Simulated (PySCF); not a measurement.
A structure optimised at PBE0-D3(BJ)/def2-TZVP, used in a PySCF frequency run:

```xyz
4

Be     0.0111     0.5853     0.0000
Cl    -0.0083    -1.2321     0.0000
O      0.0859     1.9927     0.0000
H     -0.5895     2.6624     0.0000
```

Q: Write its SMILES, formula and point group.

A: [OH][Be][Cl], BeClHO, Cs

Q: What are its rotational constants (standard atomic weights)?

A: 1133.7, 3.9683, 3.9545 GHz
